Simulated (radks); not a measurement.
Results of a calculation; reference values are marked as such.
All-electron atom: a nucleus of charge 47.6 with 47 electrons in [Kr] 4d10 5s1.

Level of theory: Dirac Kohn-Sham, PBE, spin-unpolarised, spherical densities, finite nucleus; Fermi nuclear charge, rms radius 4.6087 fm (a radial shooting solver on a logarithmic mesh with Libxc functionals).

Energy parts (eV):
| part | energy |
|---|---|
| total | -149205.809 |
| kinetic | 156327.198 |
| electron-nucleus | -361710.545 |
| Hartree | 60326.413 |
| exchange-correlation | -4148.876 |

Orbitals (lengths in bohr, moments of r in powers of bohr):
| orbital | occ. | eigenvalue (eV) | <1/r> | small-component weight |
|---|---|---|---|---|
| 1s1/2 | 2 | -26031.82 | 50.16 | 3.04e-02 |
| 2s1/2 | 2 | -3855.199 | 11.57 | 6.39e-03 |
| 2p1/2 | 2 | -3586.850 | 11.55 | 6.40e-03 |
| 2p3/2 | 4 | -3401.392 | 10.83 | 6.14e-03 |
| 3s1/2 | 2 | -717.9055 | 4.056 | 1.81e-03 |
| 3p1/2 | 2 | -610.6662 | 3.962 | 1.75e-03 |
| 3p3/2 | 4 | -577.7009 | 3.788 | 1.68e-03 |
| 3d3/2 | 4 | -387.9016 | 3.626 | 1.56e-03 |
| 3d5/2 | 6 | -381.2267 | 3.580 | 1.54e-03 |
| 4s1/2 | 2 | -106.3693 | 1.556 | 4.62e-04 |
| 4p1/2 | 2 | -72.2728 | 1.434 | 4.03e-04 |
| 4p3/2 | 4 | -66.7601 | 1.377 | 3.82e-04 |
| 4d3/2 | 4 | -15.2792 | 1.035 | 2.30e-04 |
| 4d5/2 | 6 | -14.6360 | 1.018 | 2.24e-04 |
| 5s1/2 | 1 | -9.3361 | 0.4542 | 4.76e-05 |

The highest occupied level is 5s1/2 at -9.336 eV. The electron density at the nucleus is 1.537e+05 e/bohr^3.
